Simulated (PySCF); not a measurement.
Meta-chlorobenzaldehyde, C₇H₅ClO.
Numbering: `[O:1]=[CH:2][c:3]1[cH:4][cH:5][cH:6][c:7]([Cl:8])[cH:9]1` (hydrogens: H10 on C2; H11 on C4; H12 on C5; H13 on C6; H14 on C9)

Computed geometry: GFN2-xTB, gas phase.

Give the optimised bond lengths and angles.

```csv
bond,length (Å),order
O1=C2,1.203,double
C2–C3,1.471,single
C3–C4,1.395,aromatic
C4–C5,1.381,aromatic
C5–C6,1.386,aromatic
C6–C7,1.388,aromatic
C7–Cl8,1.728,single
C7–C9,1.383,aromatic
C3–C9,1.393,aromatic
C2–H10,1.108,single
C4–H11,1.079,single
C5–H12,1.079,single
C6–H13,1.079,single
C9–H14,1.080,single
```

Orders are formal, as drawn. A selection of angles:
```csv
angle,degrees
O1–C2–C3,125.0
C2–C3–C4,119.7
C2–C3–C9,120.3
C4–C3–C9,120.0
C3–C4–C5,120.1
C4–C5–C6,120.2
C5–C6–C7,119.6
C6–C7–Cl8,119.5
C6–C7–C9,120.9
Cl8–C7–C9,119.6
C3–C9–C7,119.3
```

Dihedral angles: O1–C2–C3–C4 0° (synperiplanar).

Of the pairs four or more bonds apart, O1···H11 is among the closest relative to their van der Waals radii: 2.55 Å, 94 % of the sum of Bondi's values. The 6-membered ring C3–C4–C5–C6–C7–C9 has internal angles of 119.3° to 120.9° (sum 720°, against 720° for a flat polygon); it is planar, 0.00 Å rms from its mean plane, widest ring torsion 0°. The 9 heavy atoms lie in one plane (0.001 Å rms). The C–C distances run from 1.381 Å (C4–C5, aromatic) to 1.471 Å (C2–C3, drawn single), a spread of 0.090 Å.

Point group: Cs (every atom within 0.08 Å of its image). No GFN2-xTB frequencies stand behind this structure, so it isn't proved a minimum. One conformer, not necessarily the lowest.
